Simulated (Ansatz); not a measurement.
The cluster HgI2⁺. The state is a doublet with charge 1. Geometry PBE0-D4/def2-TZVP.

```xyz
3

Hg    1.127   -2.112   -0.207
I    -1.115   -0.133    0.207
I    -0.012    2.245    0.000
```

In the def2 sets Hg, I take a core potential; there is no spin–orbit coupling. HSE06 is defined as in plane-wave codes, on full-range PBE exchange. In the doublet, I2 and I3 lie 2.63 Å apart (atoms count from 1), so these atoms are partly bonded to each other. Another isomer (doublet) lies 0.41 eV lower at PBE0-D4/def2-TZVP; other spin states weren't run for this one.

Question: Estimate the α-spin orbital energies around the gap (eV) in Ansatz with PBE-D4/def2-TZVP, r2SCAN-D4/def2-TZVP, B97M-V/def2-TZVP, PBE0-D4/def2-TZVP, HSE06-D4/def2-TZVP.

Answer: 
```json
{"orbital": "HOMO−5", "PBE-D4/def2-TZVP": "-14.90", "r2SCAN-D4/def2-TZVP": "-15.22", "B97M-V/def2-TZVP": "-15.03", "PBE0-D4/def2-TZVP": "-15.87", "HSE06-D4/def2-TZVP": "-15.50"}
{"orbital": "HOMO−4", "PBE-D4/def2-TZVP": "-13.94", "r2SCAN-D4/def2-TZVP": "-14.32", "B97M-V/def2-TZVP": "-14.15", "PBE0-D4/def2-TZVP": "-15.20", "HSE06-D4/def2-TZVP": "-14.80"}
{"orbital": "HOMO−3", "PBE-D4/def2-TZVP": "-13.09", "r2SCAN-D4/def2-TZVP": "-13.40", "B97M-V/def2-TZVP": "-13.32", "PBE0-D4/def2-TZVP": "-14.26", "HSE06-D4/def2-TZVP": "-13.86"}
{"orbital": "HOMO−2", "PBE-D4/def2-TZVP": "-12.10", "r2SCAN-D4/def2-TZVP": "-12.38", "B97M-V/def2-TZVP": "-12.12", "PBE0-D4/def2-TZVP": "-13.07", "HSE06-D4/def2-TZVP": "-12.69"}
{"orbital": "HOMO−1", "PBE-D4/def2-TZVP": "-11.27", "r2SCAN-D4/def2-TZVP": "-11.47", "B97M-V/def2-TZVP": "-11.43", "PBE0-D4/def2-TZVP": "-12.23", "HSE06-D4/def2-TZVP": "-11.85"}
{"orbital": "HOMO", "PBE-D4/def2-TZVP": "-11.05", "r2SCAN-D4/def2-TZVP": "-11.38", "B97M-V/def2-TZVP": "-11.06", "PBE0-D4/def2-TZVP": "-12.01", "HSE06-D4/def2-TZVP": "-11.63"}
{"orbital": "LUMO", "PBE-D4/def2-TZVP": "-9.37", "r2SCAN-D4/def2-TZVP": "-9.30", "B97M-V/def2-TZVP": "-9.00", "PBE0-D4/def2-TZVP": "-8.45", "HSE06-D4/def2-TZVP": "-8.84"}
{"orbital": "LUMO+1", "PBE-D4/def2-TZVP": "-5.76", "r2SCAN-D4/def2-TZVP": "-5.54", "B97M-V/def2-TZVP": "-5.79", "PBE0-D4/def2-TZVP": "-5.23", "HSE06-D4/def2-TZVP": "-5.58"}
{"orbital": "LUMO+2", "PBE-D4/def2-TZVP": "-5.67", "r2SCAN-D4/def2-TZVP": "-5.45", "B97M-V/def2-TZVP": "-5.71", "PBE0-D4/def2-TZVP": "-5.17", "HSE06-D4/def2-TZVP": "-5.52"}
{"orbital": "LUMO+3", "PBE-D4/def2-TZVP": "-4.98", "r2SCAN-D4/def2-TZVP": "-4.66", "B97M-V/def2-TZVP": "-4.82", "PBE0-D4/def2-TZVP": "-4.43", "HSE06-D4/def2-TZVP": "-4.77"}
{"orbital": "LUMO+4", "PBE-D4/def2-TZVP": "-2.46", "r2SCAN-D4/def2-TZVP": "-1.88", "B97M-V/def2-TZVP": "-2.11", "PBE0-D4/def2-TZVP": "-1.66", "HSE06-D4/def2-TZVP": "-2.01"}
{"orbital": "LUMO+5", "PBE-D4/def2-TZVP": "-2.09", "r2SCAN-D4/def2-TZVP": "-1.50", "B97M-V/def2-TZVP": "-1.76", "PBE0-D4/def2-TZVP": "-1.18", "HSE06-D4/def2-TZVP": "-1.56"}
{"orbital": "β HOMO", "PBE-D4/def2-TZVP": "-11.18", "r2SCAN-D4/def2-TZVP": "-11.38", "B97M-V/def2-TZVP": "-11.35", "PBE0-D4/def2-TZVP": "-12.15", "HSE06-D4/def2-TZVP": "-11.77"}
{"orbital": "β LUMO", "PBE-D4/def2-TZVP": "-10.58", "r2SCAN-D4/def2-TZVP": "-10.52", "B97M-V/def2-TZVP": "-10.41", "PBE0-D4/def2-TZVP": "-9.93", "HSE06-D4/def2-TZVP": "-10.28"}
```
